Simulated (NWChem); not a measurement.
Molecule: GeAsH₅; SMILES [GeH3][AsH2]

```xyz
7

Ge    -0.0123    -1.2372    -0.0007
As    -0.0392     1.1917    -0.0030
H     -0.6649    -1.7282    -1.3060
H     -0.8543    -1.7280     1.1913
H      1.4073    -1.8234     0.1070
H      1.0973     1.2672    -1.0183
H      0.9308     1.2674     1.1725
```
Atoms are numbered in this order, from 1.

Program: NWChem. All runs use the structure optimised with PBE0/def2-SVP. GIAO values for the isolated, static molecule; σ is the absolute isotropic shielding, δ = σ(reference) − σ with the isolated reference molecule computed at the same levels (1H: tetramethylsilane).

For level PBE0/pcSseg-1:

| Property | Result |
|---|---|
| σ Ge1 (ppm) | 1590.4 |
| σ As2 (ppm) | 1953.8 |

Question: Estimate the same quantities for level PBE/pcSseg-1.

Answer: The σ Ge1 (ppm) comes out as 1536.2. The σ As2 (ppm) comes out as 1892.1.
